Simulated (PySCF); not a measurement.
## Telling isomers of C6H8FP apart by NMR

- shielding tensors at PBE0/pcSseg-1 (GIAO)
- GFN2-xTB geometry
- run in PySCF 2.14
- fast rotation and ring inversion assumed for equivalent nuclei, gas phase, no relativistic terms, a single conformation

δ = σ(ref) − σ, references computed at the same level: 1H (31.72 ppm) and 13C (186.93 ppm) against TMS. Splittings of carbon signals by F and P are missing where no couplings were computed. Where no couplings were computed, multiplicities follow the n + 1 count of equivalent neighbours, and m marks all less simple cases (inequivalent or close neighbours, rings, F or P nearby). Shifts are as computed. Against solution values, carbons near 30 ppm lie about +3 ppm off and those near 130 ppm about +5 ppm. Of 1211 compounds with measured shifts, 218 miss one by over three times the rms of a fit or turn the order of signals round; such compounds aren't used in these exercises.

(1) Tabulate the signals of `CP1C=CC(F)C=C1`, `Cc1cp(C)cc1F`, `Cc1cc(C)c(F)[pH]1` and their relative energies.

(2) What is the quickest way to tell CP1C=CC(F)C=C1 from Cc1cp(C)cc1F?

(3) What is the quickest way to tell Cc1cp(C)cc1F from Cc1cc(C)c(F)[pH]1?

(4) What is the quickest way to tell CP1C=CC(F)C=C1 from Cc1cc(C)c(F)[pH]1?

Answers

(1) 
| SMILES | carbon types | δC | δH | E rel. (kcal/mol) |
| --- | --- | --- | --- | --- |
| CP1C=CC(F)C=C1 | 5×CH 1×CH3 | 140.3, 137.8, 91.4, 13.2 | 6.75 (m, 2H), 6.43 (m, 2H), 5.15 (m, 1H), 1.32 (m, 3H) | 11.2 |
| Cc1cp(C)cc1F | 2×C 2×CH 2×CH3 | 172.6, 148.5, 143.8, 118.7, 18.4, 13.2 | 6.67 (m, 1H), 6.06 (m, 1H), 2.26 (s, 3H), 1.32 (m, 3H) | 0.0 |
| Cc1cc(C)c(F)[pH]1 | 3×C 1×CH 2×CH3 | 176.9, 143.3, 142.8, 134.3, 21.5, 13.8 | 6.62 (m, 1H), 4.92 (m, 1H), 2.29 (m, 3H), 2.12 (s, 3H) | 6.7 |

Energies are electronic energies at PBE0/pcSseg-1 on these geometries, without zero-point or thermal terms, each for the one conformer computed, which needn't be the lowest.

(2) Count the carbon signals: 4 against 6. The first has an allylic sp3 CH bonded to F at 91.4 ppm, the second a unsaturated ring carbon (C) at 172.6 ppm. Their most deshielded carbons lie at 140.3 and 172.6 ppm.

(3) Both give the same number of carbon signals, but DEPT or the intensities differ. The first has a unsaturated ring CH at 118.7 ppm, the second a unsaturated ring carbon (C) at 134.3 ppm. Their most deshielded carbons lie at 172.6 and 176.9 ppm.

(4) Count the carbon signals: 4 against 6. The first has an allylic sp3 CH bonded to F at 91.4 ppm, the second a unsaturated ring carbon (C) at 176.9 ppm. Their most deshielded carbons lie at 140.3 and 176.9 ppm.
